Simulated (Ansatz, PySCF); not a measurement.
SiF3I, SMILES F[Si](F)(F)I.

Coordinates come from a r2SCAN-D4/def2-SVP optimisation. The def2 effective core potentials stand for the cores of I; spin–orbit coupling is left out.

Vertical ionisation energy (IE) and electron affinity (EA) in eV. Rows of orbital energies are one-electron estimates. Where ΔSCF, EOM or ADC give a negative EA the extra electron is unbound and the value depends on the basis.

```
level                                                                       IE    EA
------------------------------------------------------------------------  ----  ----
−ε(HOMO), −ε(LUMO), PBE0/def2-TZVP (PySCF)                                8.68  0.99
ΔSCF, CAM-B3LYP/def2-SVPD (Ansatz), final states of multiplicity 2 and 2   ___   ___
```

### Question
What belongs in the gaps? (The exact figures need the calculation; the answer reports its results.)

### Answer

- ΔSCF, CAM-B3LYP/def2-SVPD (Ansatz, a first-principles code), final states of multiplicity 2 and 2, IE: 11.19
- ΔSCF, CAM-B3LYP/def2-SVPD (Ansatz), final states of multiplicity 2 and 2, EA: -0.35

### Question
What vertical singlet–triplet gap does ΔSCF give with CAM-B3LYP/def2-SVPD (Ansatz)? (The exact figures need the calculation; the answer reports its results.)

### Answer
5.69 eV (triplet above singlet where positive).
